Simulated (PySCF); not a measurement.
H₆MoO, SMILES [OH][MoH5], multiplicity 1.

Coordinates come from a B3LYP-D3(BJ)/def2-TZVP optimisation. The multiplicity is an assumed one; other spin states were not compared. The def2 effective core potentials stand for the cores of Mo; spin–orbit coupling is left out.

Method: PySCF with ωB97X/def2-TZVPD.

Symmetry labels are those of the subgroup Cs that the program uses (full group Cs).

Computed valence orbital energies around the gap with their symmetry:
```csv
orbital,symmetry,energy (eV)
HOMO−7,A',-17.40
HOMO−6,A',-14.12
HOMO−5,A",-13.51
HOMO−4,A',-13.39
HOMO−3,A',-11.92
HOMO−2,A",-11.86
HOMO−1,A",-11.11
HOMO,A',-10.42
LUMO,A',-0.47
LUMO+1,A',0.22
LUMO+2,A",0.47
LUMO+3,A',1.51
```
